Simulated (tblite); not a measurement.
C6H6FO (doublet state).
Atom-mapped SMILES: `[CH3:1][C@@H:2]([F:3])/[CH:4]=[CH:5]/[C:6]=[C:7]=[O:8]` (hydrogens: H9, H10, H11 on C1; H12 on C2; H13 on C4; H14 on C5)

Structure used (GFN2-xTB), in Å, numbered top down from 1:
```xyz
14
C6H6FO angstrom
C     -2.1399    0.5523    0.5824
C     -1.2728   -0.5803    0.0294
F     -1.4638   -0.6572   -1.3359
C      0.1668   -0.3789    0.3534
C      1.1336   -0.1546   -0.5739
C      2.4520    0.0552   -0.2485
C      3.6875    0.2836   -0.2394
O      4.8404    0.4874   -0.0994
H     -3.1779    0.3869    0.3048
H     -2.0587    0.5858    1.6645
H     -1.8117    1.5025    0.1674
H     -1.6179   -1.5462    0.4315
H      0.4092   -0.3959    1.4058
H      0.8525   -0.1410   -1.6240
```

All values are computed: GFN2-xTB (tblite) harmonic vibrations without scaling, gas phase. Against measured fundamentals such values can be off by several per cent, at times by over 20. One conformer, not necessarily the lowest. Open shells enter through the occupations alone, without spin polarisation, and single modes of such species can be off by tens of per cent.

Harmonic wavenumbers (cm⁻¹): 44.5, 64.9, 77.9, 176.7, 196.9, 237.3, 299.6, 355.2, 409.8, 432.4, 465.8, 592.5, 745.3, 860.4, 872.8, 934.3, 965.7, 1033.7, 1069.2, 1140.8, 1203.5, 1245.7, 1275.4, 1289.7, 1389.9, 1468.5, 1482.2, 1495.6, 1619.8, 2278.3, 2856.0, 2990.2, 3046.8, 3049.4, 3061.2, 3088.0.

A = 7403, B = 712.3, C = 673.0 MHz; mass 113.040 u (most abundant isotopes); point group C1, symmetry number 1; spin multiplicity 2.

Q: What is the zero-point energy?

A: ½Σν̃ = 21908 cm⁻¹ = 262.08 kJ/mol.

Q: Entropy at 273.15 K, 1 bar (ideal gas, RRHO, classical rotation)?

A: Translation 166.00, rotation 119.80, vibration 101.78, spin (R ln 2) 5.76: S = 393.3 J/(mol K).

Q: And Cp and H(273.15 K) − H(0)?

A: Cp = 128.89 J/(mol K), of which vibrations give 95.63 (their classical limit is 36 R = 299.3); H(273.15 K) − H(0) = 23.24 kJ/mol without the zero-point energy, 14.16 from vibrations.

Q: Which modes carry the vibrational entropy at 273.15 K?

A: 44.5 cm⁻¹: 20.40; 64.9 cm⁻¹: 17.28; 77.9 cm⁻¹: 15.78; 176.7 cm⁻¹: 9.20; 196.9 cm⁻¹: 8.37; 237.3 cm⁻¹: 6.98 J/(mol K); the other 30 give 23.77 together.

Q: Blend soft modes into free rotors: weight 1/[1 + (100 cm⁻¹/ν̃)⁴] for the oscillator and the rest for a rotor with moment μB/(μ + B), μ = h/(8π²ν), B = 10⁻⁴⁴ kg m². What vibrational entropy results?

A: 91.02 J/(mol K) in place of 101.78, which changes −T·S at 273.15 K by +2.94 kJ/mol.

Q: How do the functions run with temperature in this model?

A: 
```json
{"T (K)": "150", "S (J/(mol K))": "328.0", "Cp (J/(mol K))": "92.2", "H − H(0) (kJ/mol)": "9.59", "G − H(0) (kJ/mol)": "-39.61", "ln q(vib)": "3.09"}
{"T (K)": "250", "S (J/(mol K))": "382.2", "Cp (J/(mol K))": "122.2", "H − H(0) (kJ/mol)": "20.34", "G − H(0) (kJ/mol)": "-75.22", "ln q(vib)": "5.48"}
{"T (K)": "298.15", "S (J/(mol K))": "404.9", "Cp (J/(mol K))": "136.1", "H − H(0) (kJ/mol)": "26.55", "G − H(0) (kJ/mol)": "-94.18", "ln q(vib)": "6.57"}
{"T (K)": "400", "S (J/(mol K))": "448.9", "Cp (J/(mol K))": "164.0", "H − H(0) (kJ/mol)": "41.86", "G − H(0) (kJ/mol)": "-137.70", "ln q(vib)": "8.81"}
{"T (K)": "600", "S (J/(mol K))": "524.1", "Cp (J/(mol K))": "207.2", "H − H(0) (kJ/mol)": "79.25", "G − H(0) (kJ/mol)": "-235.22", "ln q(vib)": "12.94"}
{"T (K)": "900", "S (J/(mol K))": "616.7", "Cp (J/(mol K))": "248.8", "H − H(0) (kJ/mol)": "148.19", "G − H(0) (kJ/mol)": "-406.86", "ln q(vib)": "18.53"}
```

q(vib) and H(0) count from the zero-point level.

Q: What must be added to the electronic energy to get the Gibbs energy at 273.15 K and 1 bar?

A: ZPE + [H(273.15 K) − H(0)] − T·S = 262.08 + 23.24 − 107.44 = 177.88 kJ/mol.

Hindered rotation and anharmonicity are outside this model. Other conformers, if any are populated, would add a mixing term that is left out. The structure is chiral; the term R ln 2 for an equal mix with its mirror image is left out.
